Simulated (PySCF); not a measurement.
These 2 structures share the formula C5H3F3OS. The calculation used PBE0-D3(BJ)/def2-SVP geometry optimisation, gas phase in PySCF 2.14.0. Energies are electronic, without zero-point or thermal terms, for one conformer each. No frequencies were run at this level. Point groups hold within 0.08 Å.

Problem. Order them by energy at this level, lowest first, and give relative energies in kcal/mol.
A. `[F:1][C:2]([F:3])([F:4])[S:5][c:6]1[cH:7][cH:8][cH:9][o:10]1` with C2–S5–C6–C7 -93°
B. `[F:1][C:2]([F:3])([F:4])[O:5][c:6]1[cH:7][cH:8][s:9][cH:10]1` with C2–O5–C6–C7 -14°

Solution. B (0.0), A (15.7).

```tsv
SMILES	E (Eh)	E rel (kcal/mol)	dipole (D)	point group	A, B, C (MHz)
FC(F)(F)Oc1ccsc1	-964.02025	0.0	1.66	near Cs	3281, 634.8, 586.3
FC(F)(F)Sc1ccco1	-963.99525	15.7	2.48	C1	2589, 729.2, 726.1
```

Problem. How do the relative energies change in single points at PBE0/pcSseg-1 (no added dispersion term) on the same geometries?

Solution. 
| SMILES | PBE0-D3(BJ)/def2-SVP (kcal/mol) | PBE0/pcSseg-1 (kcal/mol) | shift |
| --- | --- | --- | --- |
| FC(F)(F)Oc1ccsc1 | 0.0 | 0.0 | 0.0 |
| FC(F)(F)Sc1ccco1 | 15.7 | 13.3 | -2.4 |

Each column counts from its own lowest isomer. The order is unchanged; the largest shift is 2.4 kcal/mol.
